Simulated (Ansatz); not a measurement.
Wavefunction ladder for CH₂BBrO₃ (`OB1OC(Br)O1`)

Cartesian coordinates in Å:
```
O -2.044 0.495 -0.144
B -0.744 0.204 -0.110
O 0.091 -0.267 -1.119
C 1.082 -0.173 -0.128
Br 1.903 -1.875 0.290
O 0.227 0.289 0.891
H -2.402 0.809 0.690
H 1.887 0.518 -0.372
```

Total charge 0; spin multiplicity 1. Correlated methods include outer-core shells of Br, which these sets cover unevenly. Scalar relativity is left out up to krypton. All single points use the PBE0-D4/def2-TZVP geometry. It is one conformer, not always the lowest. Frozen core, restricted reference, Ansatz 0.2.0.

```tsv
basis	HF (Eh)	MP2 corr.
def2-SVP	-2860.29989	-0.98470
def2-TZVPP	-2860.96697	-1.22477
def2-QZVPP	-2861.02959	-1.61599
```

**Question.** Estimate the CCSD correlation energy and the (T) correction in each basis where they were run (hartree).

**Answer.** 
```json
{"basis": "def2-SVP", "CCSD corr.": "-1.00193", "(T)": "-0.02765"}
{"basis": "def2-TZVPP", "CCSD corr.": "-1.23393", "(T)": "-0.04942"}
```
